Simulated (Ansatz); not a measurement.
Cost and result for the atomization energy of C2H6InNO, SMILES `[CH3][In]([NH2])[CH]=O` (11 atoms, 10 bonds).

```tsv
atom	x (Å)	y (Å)	z (Å)
C1	0.258	0.581	-1.933
In2	-0.037	-0.053	0.092
N3	1.072	0.818	1.536
C4	-1.412	-1.579	0.948
O5	-2.134	-2.258	0.270
H6	1.185	1.149	-2.017
H7	-0.575	1.214	-2.245
H8	0.300	-0.281	-2.599
H9	1.011	0.599	2.517
H10	1.761	1.534	1.373
H11	-1.430	-1.724	2.060
```

Charge 0, multiplicity 1. Correlated methods include outer-core shells of In, which these sets cover unevenly. In: def2 effective core potential. The structure was optimised at the PBE0-D4/def2-TZVP level. It is one conformer, not always the lowest. Program: Ansatz. All runs use 4 threads of an Arm Neoverse V1 on a shared host. Times are those of one run each, without the atoms' runs, and a repeat can differ threefold. Electronic energies, without spin–orbit coupling; frozen cores. CCSD(T)/CBS adds CCSD(T) − MP2 in def2-TZVPP to the MP2 limit, and its time is that of the two runs behind it. T1 = 0.016. With those shells the extrapolation isn't a true limit. B3LYP takes the VWN-RPA correlation (the form of Gaussian; ORCA's B3LYP/G). HSE06 is the plane-wave form, built on full-range PBE exchange.

CCSD(T)/CBS is a level of theory with its own doubt, some kJ/mol a heavy atom from the limit and from the frozen cores, so smaller differences don't rank the functionals.

```tsv
level	functions	wall time	atomization (kcal/mol)	difference from CCSD(T)/CBS	per bond
revPBE-D4/def2-TZVPP	258	2.3 s	915.9	-5.0	-0.5
PBE-D4/def2-TZVPP (with forces)	258	2.8 s	943.6	22.7	2.3
PBE0-D4/def2-TZVPP	258	3.4 s	917.6	-3.3	-0.3
BHLYP-D4/def2-TZVPP	258	3.5 s	880.2	-40.7	-4.1
HSE06-D4/def2-TZVPP	258	3.8 s	918.4	-2.5	-0.2
B3LYP-D4/def2-TZVPP (with forces)	258	5.5 s	917.0	-3.9	-0.4
B2PLYP/def2-TZVPP	258	7 s	908.0	-12.9	-1.3
CCSD(T)/def2-SVP	112	11 s	859.9	-61.0	-6.1
B97M-V/def2-TZVPP	258	12 s	916.3	-4.6	-0.5
ωB97M-V/def2-TZVPP (with forces)	258	13 s	921.6	0.7	0.1
MP2/def2-QZVPP	490	26 s	924.6	3.7	0.4
CCSD(T)/def2-TZVPP	258	5.3 min	893.9	-27.0	-2.7
CCSD(T)/CBS(def2)	–	5.8 min	920.9	0.0	0.0
```

From BLYP to BHLYP (50 % exact exchange), in def2-TZVPP and without D4, the atomization energy moves by −38.7 kcal/mol: exact exchange takes away binding that semilocal exchange gives to molecules. At CCSD(T), def2-SVP lies −60.9 kcal/mol from the extrapolated value and def2-TZVPP −27.0 kcal/mol: correlation converges slowly with the basis, and small sets miss more of it in the bonded molecule than in its fragments. In def2-TZVPP, CCSD(T) changes the Hartree–Fock value by +270.9 kcal/mol (the triples alone add +17.7 kcal/mol) and MP2 by +285.6 kcal/mol; breaking electron pairs costs correlation energy, which Hartree–Fock lacks.

Spin–orbit coupling would lower the free In atoms strongly, and the atomization energy with them, by more than many differences here.
